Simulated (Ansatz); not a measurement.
Compare A (`CB(O)[SiH2][AlH2]`) with its isomer B (`BCO[SiH2][AlH2]`).

Gas-phase electronic energies from Ansatz, PBE0-D4/def2-TZVP geometries. CCSD(T)/CBS adds triple-zeta CCSD(T) − MP2 to the extrapolated MP2 energy (def2 sets, frozen cores). DFT in def2-TZVPP. B3LYP here is the variant with VWN-RPA as its local correlation; programs differ in this. Each species was taken in one conformer, which may not be the lowest.

**Question.** Which isomer does CCSD(T)/CBS put lower? Give the gap. (Estimate.)

**Answer.** The calculation gave: A, by 40.2 kcal/mol.

**Question.** Give E(B) − E(A) in kcal/mol with B3LYP, MP2/def2-TZVPP, ωB97M-V, CCSD/def2-TZVPP, HF/def2-TZVPP, B3LYP-D4, B2PLYP. (An estimate is asked.)

**Answer.** Computed: B3LYP 38.9, MP2/def2-TZVPP 40.7, ωB97M-V 39.3, CCSD/def2-TZVPP 39.3, HF/def2-TZVPP 32.2, B3LYP-D4 38.7, B2PLYP 39.2. None reverses the order clearly.

Largest T1 diagnostic: 0.014.

From PBE to PBE0 (25 % exact exchange), in def2-TZVPP and without D4, E(B) − E(A) moves by −1.3 kcal/mol. In def2-TZVPP, CCSD(T) changes the Hartree–Fock value by +8.3 kcal/mol (the triples alone add +1.2 kcal/mol) and MP2 by +8.4 kcal/mol.
